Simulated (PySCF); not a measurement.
Predicted microwave data (PBE0-D3(BJ)/def2-SVP geometry optimisation, gas phase (PySCF 2.14.0)) for one isomer of C2H8SeSi:

| Property | Result |
| --- | --- |
| Rotational constants | A = 13069, B = 1182, C = 1122 MHz |
| Dipole components | \|μa\| = 1.55 D, \|μb\| = 0.60 D, \|μc\| = 0.56 D |
| Inertial defect | -15.76 u·Å² |
| κ | -0.99 |

Problem. Which candidate fits, each taken in the one conformer that was computed?
A. `[CH3:1][CH2:2][SiH2:3][SeH:4]` with C1–C2–Si3–Se4 -179°, C2–Si3–Se4–H -66°
B. `[CH3:1][CH2:2][Se:3][SiH3:4]` with C1–C2–Se3–Si4 -72°
C. `[CH3:1][SiH:2]([CH3:3])[SeH:4]` with C1–Si2–Se4–H -62°

Solution. A. It is CC[SiH2][SeH], a near-prolate asymmetric top. The candidates at the same level (rigid rotor, commonest isotopes):

| SMILES | A (MHz) | B (MHz) | C (MHz) | μa (D) | μb (D) | μc (D) | Δ (u·Å²) | point group | rotor |
| --- | --- | --- | --- | --- | --- | --- | --- | --- | --- |
| C[SiH](C)[SeH] | 5288 | 1828 | 1487 | 1.82 | 0.00 | 0.93 | -32.30 | – | asymmetric top |
| CC[Se][SiH3] | 4244 | 2549 | 1754 | 1.00 | 1.06 | 0.43 | -29.24 | C1 | asymmetric top |
| CC[SiH2][SeH] | 13069 | 1182 | 1122 | 1.55 | 0.60 | 0.56 | -15.76 | – | near-prolate asymmetric top |

`CC[Se][SiH3]` has B 116 % too high; `C[SiH](C)[SeH]` has A 60 % too low. No structure here is proved a minimum.
